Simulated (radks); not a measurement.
Values are calculated unless marked as measured or tabulated.
Question: Radial electron density D(r) = 4 pi r^2 rho(r) of an atom or ion with 54 electrons. Code: a radial shooting solver on a logarithmic mesh with Libxc functionals. Model: non-relativistic Kohn-Sham, LB94 model potential, spin-polarised, spherical densities, point nucleus.

```
   r/bohr * D(r) (the largest magnitude, 89.5, reaches the edge; | marks zero)
 0.004497 |          *
 0.005193 |            *
 0.005998 |               *
 0.006871 |                  *
 0.007936 |                      *
 0.009165 |                          *
  0.01058 |                              *
  0.01222 |                                  *
  0.01412 |                                     *
   0.0163 |                                       *
  0.01883 |                                         *
  0.02174 |                                         *
  0.02491 |                                        *
  0.02877 |                                      *
  0.03323 |                                     *
  0.03837 |                                    *
  0.04432 |                                     *
  0.05118 |                                        *
  0.05911 |                                             *
  0.06826 |                                                  *
  0.07884 |                                                     *
  0.09032 |                                                      *
   0.1043 |                                                   *
   0.1205 |                                              *
   0.1391 |                                         *
   0.1607 |                                       *
   0.1856 |                                         *
   0.2143 |                                            *
   0.2475 |                                              *
   0.2858 |                                          *
   0.3275 |                                 *
   0.3782 |                        *
   0.4368 |                 *
   0.5044 |               *
   0.5825 |                *
   0.6727 |                 *
   0.7769 |                *
   0.8973 |             *
    1.036 |        *
    1.187 |     *
    1.371 |   *
    1.583 |   *
    1.829 |  *
    2.112 |  *
    2.439 | *
    2.817 |*
    3.253 |*
    3.757 *
    4.304 *
    4.971 *
    5.741 *
     6.63 *
    7.657 *
```

What is the nuclear charge?

Answer: Z = 54. The innermost maximum, from 1s, lies near 1/Z = 0.0185 bohr (found: 0.0206), and its height grows with Z. The density is that of neutral xenon in [Xe]; the configuration itself is not fixed sharply by these data, and Z only to a few units. D(r) has 4 maxima, at r = 0.0206, 0.0868, 0.240, 0.684 bohr, and minima at 0.0384, 0.161, 0.500 bohr, inside which lie 2.01, 11.36, 29.06 electrons.
